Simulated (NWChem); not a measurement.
# Relativistic effects in H₂GeO

```xyz
4

Ge     0.2474     0.3120     0.0000
H      1.4793    -0.7714     0.0000
O     -1.0813    -0.9217     0.0000
H     -0.7446    -1.8380     0.0000
```
Charge 0, spin multiplicity 1.

All runs are NWChem calculations. All single points use one geometry, from PBE/def2-SVP, a minimum by its harmonic frequencies. It is one conformer; others weren't searched.

Functional B3LYP, all-electron basis x2c-SVPall-2c, contracted for the X2C Hamiltonian and used here with ZORA. The ion keeps the geometry and has multiplicity 2 in the scalar run; the spin-orbit run starts from the same electron counts.

The cost column gives rough processor time relative to scalar ZORA; each entry includes its own SCF.

B3LYP has NWChem's definition, with VWN1-RPA local correlation. The structure started from a generated list of species. The stability of the SCF solutions was not checked.

```
Hamiltonian      ΔSCF ionisation energy (eV)  HOMO (eV)  LUMO (eV)  gap (eV)  relative cost
---------------  ---------------------------  ---------  ---------  --------  -------------
scalar ZORA                             9.59      -6.77      -2.41      4.36              1
spin-orbit ZORA                         9.59      -6.77      -2.41      4.36        under 3
```

From scalar ZORA to spin-orbit ZORA the ionisation energy is nearly the same.
